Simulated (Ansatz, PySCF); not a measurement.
Noncovalent pair: PH3 (SMILES P) (first 4 atoms) with Si2H6 (SMILES [SiH3][SiH3]); geometry from B3LYP-D3(BJ)/def2-TZVP.
(charge 0, multiplicity 1):
```xyz
12

P     -0.3602     0.2282    -0.0754
H      0.7813    -0.1793     0.6606
H      0.3673     1.1782    -0.8387
H     -0.7495     1.1836     0.8977
Si     0.6779     0.8170     3.9747
Si    -0.8075    -0.9964     3.9128
H      0.0240     2.0419     3.4547
H      1.8792     0.5342     3.1534
H      1.1072     1.0662     5.3729
H     -1.9922    -0.7118     4.7584
H     -0.1404    -2.2180     4.4252
H     -1.2680    -1.2560     2.5277
```

Monomers are frozen at their geometry in the pair; levels with a basis set take the counterpoise correction.

Correlated levels freeze the cores.

Codes used: Ansatz (Gaussian basis) for Hartree–Fock, density functionals and correlated methods; PySCF for the dispersion terms. Values without a source in brackets are computed.

Task: Predict the interaction energy from CAM-B3LYP/def2-TZVPPD.

Result: 2 kJ/mol

Task: Estimate the interaction energy that revPBE-D3(BJ)/def2-TZVPPD returns for this input.

Result: -8 kJ/mol

Task: What interaction energy does MP2/aug-cc-pV(D+d)Z give?

Result: -4 kJ/mol

Ansatz is a quantum-chemistry and plane-wave program.
